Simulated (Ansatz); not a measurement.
`[F][GeH]([F])[GeH3]` + `OBF` → `FB[O][GeH3]` + `[F][GeH2][F]` at 500 K and 1 bar (cleavage of the Ge–Ge bond).

Isolated molecules relaxed with PBE0-D4/def2-TZVP in Ansatz; ΔE leaves out vibrations. CCSD(T)/CBS is the MP2 limit (def2-TZVPP, def2-QZVPP) plus CCSD(T) − MP2 in def2-TZVPP, frozen cores. This one scheme is used for every species. For Ge outer-core shells are correlated without core-valence functions, which leaves a few kJ/mol of doubt a bond. Scalar relativity is left out up to krypton. One conformer a species, not always the lowest.

```json
{"species": "`[F][GeH]([F])[GeH3]`", "CCSD(T)/CBS energy (Eh)": "-4354.28742", "H − E (kJ/mol)": "139.8", "S (J/(mol·K))": "422.6"}
{"species": "`OBF`", "CCSD(T)/CBS energy (Eh)": "-201.07426", "H − E (kJ/mol)": "102.6", "S (J/(mol·K))": "282.2"}
{"species": "`FB[O][GeH3]`", "CCSD(T)/CBS energy (Eh)": "-2278.39547", "H − E (kJ/mol)": "153.5", "S (J/(mol·K))": "381.4"}
{"species": "`[F][GeH2][F]`", "CCSD(T)/CBS energy (Eh)": "-2276.96403", "H − E (kJ/mol)": "81.0", "S (J/(mol·K))": "313.2"}
```

H − E and S are ideal-gas, rigid-rotor, harmonic terms from PBE0-D4/def2-TZVP, for one conformer and one mirror image of each species. 1 Eh = 2625.50 kJ/mol, R = 8.31446 J/(mol·K).

Task: By hand: ΔE, ΔH, ΔS and ΔG.

Result: ΔE = (-2278.39547) + (-2276.96403) − (-4354.28742) − (-201.07426) = 0.00218 Eh = 5.7 kJ/mol. Δ(H − E) = 153.5 + 81.0 − 139.8 − 102.6 = -7.9, so ΔH = -2.2 kJ/mol. ΔS = 381.4 + 313.2 − 422.6 − 282.2 = -10.2 J/(mol·K). ΔG = -2.2 − 500 × (-10.2)/1000 = 2.9 kJ/mol.

Task: By hand: the equilibrium constant, and the temperature at which ΔG would vanish if ΔH and ΔS stayed fixed.

Result: log₁₀ K = −ΔG/(RT ln 10) = -0.3. ΔG = 0 at ΔH/ΔS = 216 K, though so small a ΔH makes that figure unsure.

TΔS isn't small against ΔH here. The sign of ΔG lies within the doubt. A doubt of 5 kJ/mol in ΔE shifts log₁₀ K by 0.5 here. Other conformers and mirror images would add mixing entropy, several J/(mol·K) or more a flexible species. These are equilibria of isolated gas molecules and say nothing of rates. Largest T1 diagnostic: 0.013 (customary marks: 0.02 for closed shells, 0.045 for open ones).
